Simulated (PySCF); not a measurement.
# Mayer bond orders and bond lengths

C6H7FO.
SMILES with atom numbers: `[CH2:1]=[CH:2][C:3](=[CH2:4])[O:5]/[CH:6]=[CH:7]\[F:8]` (hydrogens: H9, H10 on C1; H11 on C2; H12, H13 on C4; H14 on C6; H15 on C7)

Cartesian coordinates in Å at the GFN2-xTB level; atoms count from 1:
```xyz
15
C6H7FO angstrom
C     -1.946    1.596   -0.368
C     -1.844    0.463    0.314
C     -0.608   -0.304    0.445
C     -0.546   -1.444    1.137
O      0.458    0.288   -0.180
C      1.543   -0.449   -0.505
C      2.718    0.089   -0.808
F      2.952    1.412   -0.758
H     -1.097    2.023   -0.874
H     -2.876    2.133   -0.437
H     -2.695    0.039    0.826
H      0.364   -1.998    1.283
H     -1.429   -1.841    1.600
H      1.427   -1.523   -0.568
H      3.576   -0.477   -1.128
```

Bond orders from the PBE0/pcSseg-1 density (PySCF). Geometry: GFN2-xTB, one conformer, isolated molecule.

(1) How far do the computed orders between heavy atoms stray from the drawn ones?

(2) Give the Mayer order of every bond between heavy atoms, beside its length.

Results:

(1) The largest departure is 0.193, at C3–C4 (drawn double, 1.807).

(2) 
```csv
bond,drawn as,length (Å),Mayer order
C1–C2,double,1.327,1.927
C2–C3,single,1.460,1.067
C3–C4,double,1.335,1.807
C3–O5,single,1.370,0.988
O5–C6,single,1.351,0.975
C6–C7,double,1.327,1.834
C7–F8,single,1.345,0.980
```

Bonds between the same two heavy elements. C–C: lowest C2–C3 (1.067, 1.460 Å), highest C1–C2 (1.927, 1.327 Å). C–O: all 2 within 0.02 of one another (0.975 to 0.988).

**Question.** And the bonds to hydrogen?

**Answer.** C–H: 0.93 to 0.96 (7 bonds).

**Question.** Sum the orders of all bonds at each heavy atom with more than one neighbour and set the sums beside the valence in the SMILES.

**Answer.** C1 3.817 (drawn 4), C2 3.953 (drawn 4), C3 3.862 (drawn 4), C4 3.683 (drawn 4), O5 1.963 (drawn 2), C6 3.741 (drawn 4), C7 3.779 (drawn 4). Orders between atoms that aren't bonded are not in these sums.

Mayer orders depend on the basis set.
